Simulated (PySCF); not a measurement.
C2H6N2OSi.
Numbering: `[CH:1]#[C:2][Si:3]([NH2:4])([NH2:5])[OH:6]` (hydrogens: H7 on C1; H8, H9 on N4; H10, H11 on N5; H12 on O6)

Structure used (PBE0-D3(BJ)/def2-SVP), in Å, numbered top down from 1:
```xyz
12
C2H6N2OSi angstrom
C      1.479   -1.497    1.665
C      0.845   -0.817    0.878
Si    -0.086    0.218   -0.343
N     -0.286    1.876    0.001
N     -1.641   -0.495   -0.386
O      0.847    0.222   -1.724
H      2.036   -2.091    2.369
H      0.460    2.534   -0.189
H     -0.910    2.188    0.733
H     -1.760   -1.481   -0.187
H     -2.357   -0.139   -1.009
H      1.414   -0.548   -1.820
```

The calculation used PySCF 2.14.0, PBE0-D3(BJ)/def2-SVP geometry optimisation, gas phase.

Masses are those of the commonest isotopes; rigid-rotor values at the optimised geometry. The values belong to one conformer with, in the numbering `[CH:1]#[C:2][Si:3]([NH2:4])([NH2:5])[OH:6]`, C2–Si3–N4–H 81° and -72°, C2–Si3–N5–H -28° and -178°, C2–Si3–O6–H 26°.

Task: Give the principal moments of inertia and the rotational constants in MHz.

Result: Ia = 135.27, Ib = 237.44, Ic = 252.72 u·Å²; 505379 MHz·u·Å²/I gives A = 3736, B = 2128, C = 2000 MHz.

Task: What kind of rotor is it?

Result: An asymmetric top. Ray's parameter κ = (2B − A − C)/(A − C) = -0.852; −1 is the prolate and +1 the oblate limit.

Task: Is it planar, by Δ = Ic − Ia − Ib?

Result: Not planar: Δ = Ic − Ia − Ib = -119.99 u·Å². For a rigid frame Δ = −2 Σ m c², so Σ m c² = 59.99 u·Å² lies off the ab plane: 11.97 from hydrogen and 48.02 from heavier atoms. The atom farthest from that plane is 2.12 Å away.

Task: Give the other two planar moments, Paa and Pbb, and the rms extents of the mass along the axes.

Result: Paa = Σ m a² = (Ib + Ic − Ia)/2 = 177.45 and Pbb = Σ m b² = (Ia + Ic − Ib)/2 = 75.28 u·Å². With the mass M = 102.02 u, the rms extents √(P/M) along a, b and c are 1.32, 0.86, 0.77 Å.

Task: Where do the levels up to J = 4 lie, in MHz?

Result: Above 0(0,0):
J = 1: 1(0,1) 4128, 1(1,1) 5736, 1(1,0) 5865
J = 2: 2(0,2) 12377, 2(1,2) 13863, 2(1,1) 14250, 2(2,1) 19073, 2(2,0) 19080
J = 3: 3(0,3) 24732, 3(1,3) 26050, 3(1,2) 26822, 3(2,2) 31457, 3(2,1) 31494, 3(3,1) 39822, 3(3,0) 39822
J = 4: 4(0,4) 41172, 4(1,4) 42291, 4(1,3) 43577, 4(2,3) 47964, 4(2,2) 48074, 4(3,2) 56349, 4(3,1) 56350, 4(4,1) 68040, 4(4,0) 68040
The levels of one J sum to (2J + 1)J(J + 1)(A + B + C)/3.

Task: Which lines would a microwave search look for?

Result: The dipole components are |μa| = 0.79 D, |μb| = 0.73 D, |μc| = 0.13 D. Intensities carry the squares of the components, which stand as 1.00 : 0.84 : 0.03 (a : b : c). Some of the stronger lines:

```json
{"type": "a", "branch": "Q", "J(Ka,Kc)": "2(1,1) ← 2(1,2)", "MHz": "386", "lower level (cm⁻¹)": "0.462"}
{"type": "a", "branch": "Q", "J(Ka,Kc)": "4(1,3) ← 4(1,4)", "MHz": "1285", "lower level (cm⁻¹)": "1.411"}
{"type": "b", "branch": "Q", "J(Ka,Kc)": "2(1,1) ← 2(0,2)", "MHz": "1873", "lower level (cm⁻¹)": "0.413"}
{"type": "b", "branch": "Q", "J(Ka,Kc)": "3(1,2) ← 3(0,3)", "MHz": "2090", "lower level (cm⁻¹)": "0.825"}
{"type": "b", "branch": "Q", "J(Ka,Kc)": "4(1,3) ← 4(0,4)", "MHz": "2405", "lower level (cm⁻¹)": "1.373"}
{"type": "a", "branch": "R", "J(Ka,Kc)": "1(0,1) ← 0(0,0)", "MHz": "4128", "lower level (cm⁻¹)": "0.000"}
{"type": "b", "branch": "Q", "J(Ka,Kc)": "2(2,1) ← 2(1,2)", "MHz": "5209", "lower level (cm⁻¹)": "0.462"}
{"type": "b", "branch": "Q", "J(Ka,Kc)": "4(2,3) ← 4(1,4)", "MHz": "5672", "lower level (cm⁻¹)": "1.411"}
{"type": "b", "branch": "R", "J(Ka,Kc)": "1(1,1) ← 0(0,0)", "MHz": "5736", "lower level (cm⁻¹)": "0.000"}
{"type": "a", "branch": "R", "J(Ka,Kc)": "2(1,2) ← 1(1,1)", "MHz": "8128", "lower level (cm⁻¹)": "0.191"}
{"type": "b", "branch": "R", "J(Ka,Kc)": "4(2,2) ← 3(3,1)", "MHz": "8252", "lower level (cm⁻¹)": "1.328"}
{"type": "b", "branch": "Q", "J(Ka,Kc)": "4(3,1) ← 4(2,2)", "MHz": "8277", "lower level (cm⁻¹)": "1.604"}
{"type": "b", "branch": "Q", "J(Ka,Kc)": "3(3,0) ← 3(2,1)", "MHz": "8328", "lower level (cm⁻¹)": "1.051"}
{"type": "b", "branch": "Q", "J(Ka,Kc)": "4(4,0) ← 4(3,1)", "MHz": "11690", "lower level (cm⁻¹)": "1.880"}
{"type": "b", "branch": "R", "J(Ka,Kc)": "4(1,3) ← 3(2,2)", "MHz": "12120", "lower level (cm⁻¹)": "1.049"}
{"type": "a", "branch": "R", "J(Ka,Kc)": "3(2,1) ← 2(2,0)", "MHz": "12414", "lower level (cm⁻¹)": "0.636"}
{"type": "b", "branch": "R", "J(Ka,Kc)": "2(2,1) ← 1(1,0)", "MHz": "13208", "lower level (cm⁻¹)": "0.196"}
{"type": "b", "branch": "R", "J(Ka,Kc)": "2(2,0) ← 1(1,1)", "MHz": "13344", "lower level (cm⁻¹)": "0.191"}
{"type": "b", "branch": "R", "J(Ka,Kc)": "3(1,3) ← 2(0,2)", "MHz": "13673", "lower level (cm⁻¹)": "0.413"}
{"type": "b", "branch": "R", "J(Ka,Kc)": "4(0,4) ← 3(1,3)", "MHz": "15122", "lower level (cm⁻¹)": "0.869"}
{"type": "a", "branch": "R", "J(Ka,Kc)": "4(3,2) ← 3(3,1)", "MHz": "16527", "lower level (cm⁻¹)": "1.328"}
{"type": "a", "branch": "R", "J(Ka,Kc)": "4(2,2) ← 3(2,1)", "MHz": "16580", "lower level (cm⁻¹)": "1.051"}
{"type": "a", "branch": "R", "J(Ka,Kc)": "4(1,3) ← 3(1,2)", "MHz": "16754", "lower level (cm⁻¹)": "0.895"}
{"type": "b", "branch": "R", "J(Ka,Kc)": "3(2,2) ← 2(1,1)", "MHz": "17208", "lower level (cm⁻¹)": "0.475"}
{"type": "b", "branch": "R", "J(Ka,Kc)": "4(2,3) ← 3(1,2)", "MHz": "21142", "lower level (cm⁻¹)": "0.895"}
{"type": "b", "branch": "R", "J(Ka,Kc)": "4(2,2) ← 3(1,3)", "MHz": "22023", "lower level (cm⁻¹)": "0.869"}
{"type": "b", "branch": "R", "J(Ka,Kc)": "4(3,1) ← 3(2,2)", "MHz": "24893", "lower level (cm⁻¹)": "1.049"}
{"type": "b", "branch": "R", "J(Ka,Kc)": "4(4,1) ← 3(3,0)", "MHz": "28218", "lower level (cm⁻¹)": "1.328"}
```

Task: Estimate the classical rotational partition function at 100 K, 200 K and 298.15 K.

Result: Point group C1, symmetry number σ = 1; q = (√π/σ)·√((kT/h)³/(ABC)), k/h = 20836.6 MHz/K: 42300 at 100 K, 120000 at 200 K, 218000 at 298.15 K.

Whether it is a minimum is left open (no frequencies). No vibrational averaging or centrifugal distortion is included, and the geometry carries the error of its method. A rigid rotor knows nothing of inversion at nitrogen, which can split or shift real lines. Quadrupole hyperfine structure (14N) is left out.
